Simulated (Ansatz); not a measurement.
Isolated molecules relaxed with PBE0-D4/def2-TZVP in Ansatz; ΔE leaves out vibrations. CCSD(T)/CBS adds triple-zeta CCSD(T) − MP2 to the extrapolated MP2 energy (def2 sets, frozen cores). Functionals use def2-TZVPP. B3LYP here is the variant with VWN-RPA as its local correlation; programs differ in this. Each species was taken in one conformer, which may not be the lowest.

`[SiH3]S[SiH]1CO1` → `OC1([SiH3])[SiH2]S1`  (isomerisation)

| level | ΔE (kJ/mol) | difference from CCSD(T)/CBS |
| --- | --- | --- |
| PBE-D4 | 124.8 | -10.3 |
| r2SCAN-D4 | 136.6 | 1.5 |
| PBE0-D4 | 130.2 | -4.9 |
| B3LYP-D4 | 134.3 | -0.8 |
| ωB97X-V | 138.4 | 3.3 |
| ωB97M-V | 137.1 | 2.0 |
| B2PLYP | 139.7 | 4.6 |
| PBE | 128.1 | -7.0 |
| r2SCAN | 137.2 | 2.1 |
| PBE0 | 133.0 | -2.1 |
| B3LYP | 139.8 | 4.7 |
| HF/def2-TZVPP | 153.9 | 18.8 |
| MP2/def2-TZVPP | 137.5 | 2.4 |
| SCS-MP2/def2-TZVPP | 141.0 | 5.9 |
| CCSD/def2-TZVPP | 140.7 | 5.6 |
| CCSD(T)/def2-TZVPP | 136.0 | 0.9 |
| HF/def2-QZVPP | 155.4 | 20.3 |
| MP2/def2-QZVPP | 137.5 | 2.4 |
| SCS-MP2/def2-QZVPP | 141.2 | 6.1 |
| HF/CBS(def2) | 155.6 | 20.5 |
| MP2/CBS(def2) | 136.6 | 1.5 |
| CCSD/CBS(def2) | 139.8 | 4.7 |
| CCSD(T)/CBS | 135.1 | 0 |

Largest T1 diagnostic among the species: 0.014.

The D4 term adds −5.5 kJ/mol with B3LYP and −2.7 kJ/mol with PBE0; it sums over pairs of atoms, weighted by their polarisabilities, and B3LYP, whose exchange is more repulsive, gets the larger term. In def2-TZVPP, CCSD(T) changes the Hartree–Fock value by −17.9 kJ/mol (the triples alone add −4.7 kJ/mol) and MP2 by −16.4 kJ/mol.
